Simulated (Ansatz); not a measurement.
`CS[SiH2][GeH3]`. Total charge 0; spin multiplicity 1.

| atom | x (Å) | y (Å) | z (Å) |
| --- | --- | --- | --- |
| C1 | -1.4932 | 0.8531 | -1.2438 |
| S2 | -1.1841 | -0.9359 | -1.2477 |
| Si3 | 0.8004 | -0.9646 | -0.4742 |
| Ge4 | 0.9041 | -0.1523 | 1.7634 |
| H5 | -1.4583 | 1.2602 | -0.2336 |
| H6 | -2.4950 | 0.9974 | -1.6470 |
| H7 | -0.7778 | 1.3748 | -1.8796 |
| H8 | 1.7070 | -0.1541 | -1.3365 |
| H9 | 1.2220 | -2.3884 | -0.5206 |
| H10 | 0.1046 | -1.0701 | 2.7018 |
| H11 | 0.3105 | 1.2650 | 1.8586 |
| H12 | 2.3598 | -0.0849 | 2.2593 |

Problem. List the harmonic frequencies (cm⁻¹, unscaled) at PBE0-D4/def2-TZVP in Ansatz. (Best estimate.)

Solution. Ansatz gave: 55, 83, 100, 126, 186, 339, 350, 458, 514, 546, 700, 730, 755, 816, 881, 884, 913, 971, 988, 1350, 1467, 1474, 2137, 2143, 2155, 2193, 2231, 3064, 3153, 3162.

Problem. Is this a minimum?

Solution. Yes, all 30 modes are real.

Problem. Give the ideal-gas thermochemistry at 298.15 K and 1 bar (rigid rotor, harmonic oscillator; point group C1, symmetry number 1).

Solution. Zero-point energy 208.9 kJ/mol; H(298) − E = 233.6 kJ/mol; entropy 387.6 J/(mol·K), of which translation 171.6, rotation 118.8, vibration 97.2; G(298) − E = 118.1 kJ/mol. Modes under 100 cm⁻¹ are hindered rotations or soft bends, so the harmonic entropy is rough.

Problem. And at 400, 500, 600, 800 and 1000 K?

Solution. 
```csv
T (K),H − E (kJ/mol),S (J/mol/K),G − E (kJ/mol)
400,247.7,428.0,76.5
500,263.6,463.4,31.9
600,281.2,495.4,-16.1
800,320.3,551.5,-120.9
1000,363.4,599.5,-236.1
```

Problem. Rotational constants (cm⁻¹)?

Solution. 0.1667, 0.03825, 0.03405.
